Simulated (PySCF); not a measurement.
B(Cl)(vinyl)(OH) (C2H4BClO), SMILES C=CB(O)Cl.

Geometry: PBE-D3(BJ)/def2-SVP. One conformer was computed; it need not be the lowest.

Method: PBE-D3(BJ)/def2-SVP in PySCF.

Frequencies are harmonic and unscaled.

| mode | ν (cm⁻¹) | IR (km/mol) | moving atoms (share of kinetic energy) |
|---|---|---|---|
| 1 | 73 | 1.2 | C 50 %, H 34 % |
| 2 | 193 | 0.2 | C 29 %, O 28 %, H 21 %, Cl 13 %, B 10 % |
| 3 | 317 | 7.7 | C 38 %, O 26 %, Cl 17 %, H 15 % |
| 4 | 392 | 3.0 | H 58 %, B 33 % |
| 5 | 406 | 11.2 | Cl 41 %, C 23 %, O 18 %, H 15 % |
| 6 | 570 | 97.5 | H 88 %, O 9 % |
| 7 | 656 | 24.4 | C 29 %, O 27 %, H 17 %, B 15 %, Cl 12 % |
| 8 | 661 | 29.3 | B 49 %, H 26 %, C 21 % |
| 9 | 890 | 111.2 | H 57 %, B 25 %, C 11 % |
| 10 | 965 | 25.7 | H 72 %, C 28 % |
| 11 | 997 | 2.8 | H 75 %, C 18 % |
| 12 | 1015 | 12.3 | H 92 %, C 8 % |
| 13 | 1112 | 295.3 | H 44 %, B 39 %, O 12 % |
| 14 | 1259 | 23.9 | H 67 %, C 27 % |
| 15 | 1353 | 115.7 | H 45 %, B 35 %, O 13 % |
| 16 | 1406 | 115.5 | H 42 %, B 37 %, C 13 %, O 9 % |
| 17 | 1633 | 56.1 | C 86 %, H 12 % |
| 18 | 3058 | 12.0 | H 95 % |
| 19 | 3093 | 3.7 | H 92 %, C 8 % |
| 20 | 3155 | 6.2 | H 89 %, C 11 % |
| 21 | 3732 | 82.6 | H 94 % |
